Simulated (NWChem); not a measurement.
System: CAuO cation; SMILES [O+]#[C-]->[Au+]

```xyz
3

Au    -0.2735    -0.2134    -0.2257
O      1.7368     1.3544     1.4332
C      0.9868     0.7694     0.8143
```
Atoms are numbered in this order, from 1.

Computed with NWChem. Structure relaxed at the PBE-D3(BJ)/def2-SVP level. The spin multiplicity was typed, not searched, and may not be the lowest. def2 effective core potentials on Au; no spin-orbit coupling. Vertical excitations in the gas phase; the lowest state need not have the same character in each row.

Question: Among these, which level gives the highest value of “lowest excitation, singlet (eV)”?
A. B3LYP/def2-SVP, TDA
B. LDA (Slater exchange, VWN5)/def2-SVP, TDA
C. PBE0/def2-SVP, TDA
D. PBE/def2-SVP, TDA

Answer: C, PBE0/def2-SVP, TDA. Values: LDA (Slater exchange, VWN5)/def2-SVP, TDA 4.32; PBE/def2-SVP, TDA 4.34; B3LYP/def2-SVP, TDA 4.40; PBE0/def2-SVP, TDA 4.57
